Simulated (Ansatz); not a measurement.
Calculation: frozen-core CCSD(T)/def2-TZVPP // r2SCAN-D4/def2-SVP run with Ansatz (a quantum-chemistry and plane-wave program).

Ansatz 0.2 input:
```yaml
crystal:
  periodic: [false, false, false]
  atoms:
    - { symbol: Ti, position_ang: [0.088706, -0.114199, 0.068063] }
    - { symbol: Cl, position_ang: [-0.100753, -1.776343, -1.303954] }
    - { symbol: Cl, position_ang: [-0.865739, -0.403271, 1.988088] }
    - { symbol: Cl, position_ang: [2.058654, 0.776136, 0.155457] }
    - { symbol: H, position_ang: [-0.83579, 1.074143, -0.642434] }
basis:
  gaussian: { orbitals: def2-TZVPP }
correlation:
  method: ccsd_t
```

Output:

```
Functional definition: HF
1267 factors; integrals over basis functions are off by at most 7.3e-4 eV
mean field evaluation 1: about -60613.7601 eV, gradient 4.2e1 eV
mean field evaluation 2: about -60613.9420 eV, gradient 4.2e1 eV
mean field evaluation 4: about -60618.6862 eV, gradient 4.3e0 eV
mean field evaluation 8: about -60618.8179 eV, gradient 7.6e-1 eV
mean field evaluation 16: about -60618.8237 eV, gradient 2.0e-6 eV
mean field -60618.82370718 eV, -2227.7006823243 hartree, gradient 2.0e-6 eV, S^2 0.000000; 0 other end points of the search recorded, 0 dependent functions left out
20 core orbitals not correlated
reference -60618.82370718 eV, -2227.7006823243 hartree; 17, 17 occupied and 167, 167 virtual orbitals, 1267 factors
second order -27.31232146 eV of doubles, -0.00000000 eV of singles
cycle   1  -27.03868490 eV  change    2.7e-1 eV  update   2.6e-1
cycle   2  -28.10004030 eV  change    -1.1e0 eV  update   1.9e-1
cycle   3  -28.38970087 eV  change   -2.9e-1 eV  update   5.6e-2
cycle   4  -28.39213514 eV  change   -2.4e-3 eV  update   2.0e-2
cycle   5  -28.36982609 eV  change    2.2e-2 eV  update   8.1e-3
cycle   6  -28.36646428 eV  change    3.4e-3 eV  update   2.8e-3
cycle   7  -28.36701334 eV  change   -5.5e-4 eV  update   1.6e-3
cycle   8  -28.36720332 eV  change   -1.9e-4 eV  update   7.4e-4
cycle   9  -28.36758749 eV  change   -3.8e-4 eV  update   3.5e-4
cycle  10  -28.36784846 eV  change   -2.6e-4 eV  update   1.3e-4
cycle  11  -28.36766673 eV  change    1.8e-4 eV  update   6.7e-5
cycle  12  -28.36758475 eV  change    8.2e-5 eV  update   3.1e-5
cycle  13  -28.36759520 eV  change   -1.0e-5 eV  update   1.6e-5
perturbative correction -1.63567961 eV, -0.0601101169 hartree
Total energy: -60648.82698199 eV, -2228.8032823367 hartree
```

Cost: very roughly 110 core-seconds.
